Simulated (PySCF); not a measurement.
C₃H₉B.
SMILES with atom numbers: `[BH2:1][CH:2]([CH3:3])[CH3:4]`

Cartesian coordinates in Å at the PBE0-D3(BJ)/def2-SVP level; atoms count from 1:
```
atom  x, y, z in Å
B1    -0.0075    1.2251   -0.4638
C2    -0.0946   -0.3234   -0.4958
C3    -1.4420   -0.9518   -0.1535
C4     1.0868   -1.0988    0.0795
H5     1.0697    1.7794   -0.4202
H6    -1.0043    1.8996   -0.6080
H7     0.0079   -0.3403   -1.6192
H8    -1.6181   -0.9193    0.9341
H9    -2.2756   -0.4205   -0.6364
H10   -1.4902   -2.0105   -0.4569
H11    2.0497   -0.6725   -0.2390
H12    1.0669   -2.1594   -0.2204
H13    1.0651   -1.0743    1.1812
```

Theory: PySCF, delta-SCF UKS SCAN, pcX-2 on the ionised atom, pcseg-1 elsewhere, spin-free X2C. Vertical ΔSCF values, vacuum level as zero.

One binding energy is withheld.

| atom(s) | bonded to | level | binding energy (eV) |
| --- | --- | --- | --- |
| B1 | C and 2 H | B 1s | 195.92 |
| C2 | 2 C, H and B | C 1s | 290.38 |
| C3/C4 | C and 3 H | C 1s | ? |

(1) Fill in C 1s for C3/C4.

Answers

(1) 290.57 eV (methyl carbon). The other listed C 1s value is that of C2; the shift against it is +0.19 eV.

The 2 C 1s values lie within 0.19 eV of each other; Gaussian lines of 0.5 eV full width would blend them into one maximum.

Which photon energy gives electrons from C 1s of C3/C4 a kinetic energy of 100 eV, and what is their de Broglie wavelength?

hν = 290.57 + 100 = 390.57 eV, recoil neglected; λ = 12.264 Å/√(E/eV) = 1.23 Å.

The first atom of each set that the bonding makes equivalent was ionised and stands for the set. One conformer (not necessarily the lowest) at the PBE0-D3(BJ)/def2-SVP geometry, without solvent, vibrations or thermal averaging.

The run took 21 s wall on one thread, Arm Neoverse V1, shared host.
